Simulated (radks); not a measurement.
The numbers below are computed, except where a source is named.
Q: The barium ion Ba15+, 41 electrons, occupied as [Kr] 4d5. Level of theory: Dirac Kohn-Sham, PBE, spin-unpolarised, spherical densities, point nucleus; open shells are shared between the two j in proportion to 2j + 1 (a radial shooting solver on a logarithmic mesh with Libxc functionals). Some entries of the table are withheld. Estimate them.

orbital,occ.,eigenvalue (eV),r(max) (bohr),<1/r> (bohr^-1)
1s1/2,2,-37561.32,0.01642,60.71
2s1/2,2,-6212.076,0.09300,14.26
2p1/2,2,(1),0.07106,14.24
2p3/2,4,(2),0.07613,12.99
3s1/2,2,-1560.538,0.2660,5.140
3p1/2,2,-1417.784,0.2526,5.053
3p3/2,4,-1343.331,0.2636,4.745
3d3/2,4,-1093.924,0.2125,4.608
3d5/2,6,-1077.974,0.2156,4.530
4s1/2,2,-537.1406,0.6130,2.202
4p1/2,2,-483.3668,0.6212,(3)
4p3/2,4,-465.8427,0.6426,(4)
4d3/2,2,-376.4574,0.6551,1.857
4d5/2,3,-373.1209,0.6615,1.835

A: 
(1) 2p1/2 eigenvalue (eV): -5871.163
(2) 2p3/2 eigenvalue (eV): -5489.196
(3) 4p1/2 <1/r> (bohr^-1): 2.116
(4) 4p3/2 <1/r> (bohr^-1): 2.021
